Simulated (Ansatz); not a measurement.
The same silylene extrusion along the group F, Cl, Br.

Isolated molecules relaxed with PBE0-D4/def2-TZVP in Ansatz; ΔE leaves out vibrations. CCSD(T)/CBS is the MP2 limit (def2-TZVPP, def2-QZVPP) plus CCSD(T) − MP2 in def2-TZVPP, frozen cores. This one scheme is used for every species. DFT in def2-TZVPP. For Br outer-core shells are correlated without core-valence functions, which leaves a few kJ/mol of doubt a bond. Scalar relativity is left out up to krypton. One conformer a species, not always the lowest.

| reaction | CCSD(T)/CBS(def2) (kcal/mol) |
| --- | --- |
| `C[SiH](F)S` → `C[Si]F` + H₂S | ? |
| `C[SiH](S)Cl` → `C[Si]Cl` + H₂S | 61.0 |
| `C[SiH](S)Br` → `C[Si]Br` + H₂S | 60.3 |

(1) Fill in the missing values. (Estimate.)

Largest T1 diagnostic: 0.014, for `C[Si]F`.

Answers

(1) The calculation gave: `C[SiH](F)S` → `C[Si]F` + H₂S: +63.1 kcal/mol.
